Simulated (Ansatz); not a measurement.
Calculated with Ansatz (gas phase, PBE0-D4/def2-TZVP geometries, no zero-point term in ΔE). CCSD(T)/CBS is the MP2 limit (def2-TZVPP, def2-QZVPP) plus CCSD(T) − MP2 in def2-TZVPP, frozen cores. This one scheme is used for every species. Functionals use def2-TZVPP. Open shells (•) are unrestricted, without spin–orbit coupling. Each species was taken in one conformer, which may not be the lowest.

Consider the homolysis of the Al–Si bond: `[NH2][AlH][SiH](F)[SiH3]` → `[NH2][AlH]`• + `F[SiH][SiH3]`•.

```csv
level,ΔE (kJ/mol)
ωB97M-V,305.1
B2PLYP,283.4
r2SCAN,274.0
PBE0,281.2
CCSD/def2-TZVPP,289.3
MP2/def2-QZVPP,295.7
HF/CBS(def2),206.8
MP2/CBS(def2),300.4
```

Task: What does CCSD(T)/CBS give? (An estimate is asked.)

Result: Ansatz gave: +304.4 kJ/mol. The listed levels differ from it by 0.7, -21.0, -30.4, -23.2, -15.1, -8.7, -97.6, -4.0 kJ/mol.

Largest T1 diagnostic among the species: 0.015.

From PBE to PBE0 (25 % exact exchange), in def2-TZVPP and without D4, ΔE moves by +3.9 kJ/mol. The D4 term adds +11.3 kJ/mol with B3LYP and +6.7 kJ/mol with PBE0; it sums over pairs of atoms, weighted by their polarisabilities, and B3LYP, whose exchange is more repulsive, gets the larger term. In def2-TZVPP, CCSD(T) changes the Hartree–Fock value by +85.9 kJ/mol (the triples alone add +5.5 kJ/mol) and MP2 by +82.0 kJ/mol; breaking electron pairs costs correlation energy, which Hartree–Fock lacks.

B3LYP here is the variant with VWN-RPA as its local correlation; programs differ in this.
